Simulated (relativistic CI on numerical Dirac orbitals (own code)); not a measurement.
# Zn4+ (3d8) in a crystal field

Calculated by Dirac-Coulomb-Breit CI, orbitals from a KLI potential per configuration, model QED (radiative potential, 1s self-energy scaled to tabulated hydrogen-like ionisation energies), valence Slater integrals scaled by 0.85, one configuration in a parametric crystal field (own radial code).

Field parameters in Wybourne normalisation: Oh B⁴₀ = 21Dq, B⁴₄ = √(5/14) B⁴₀. The field is a parameter set, without covalency.

S is read from ⟨S²⟩ = S(S + 1).

Levels (cm⁻¹, degeneracy): 0 (3), 21134 (2), 28733 (3), 28832 (2), 29383 (3), 29717 (1), 37557 (1), 42206 (3), 42382 (1), 42711 (3), 42865 (2), 49978 (3).

(1) Which field gives this pattern?
A. Oh, 10Dq = 13000 cm⁻¹
B. Oh, 10Dq = 29000 cm⁻¹
C. Oh, 10Dq = 25000 cm⁻¹
D. Oh, 10Dq = 33000 cm⁻¹

Results:

(1) B. Oh, 10Dq = 29000 cm⁻¹, ground level with S = 1.00.
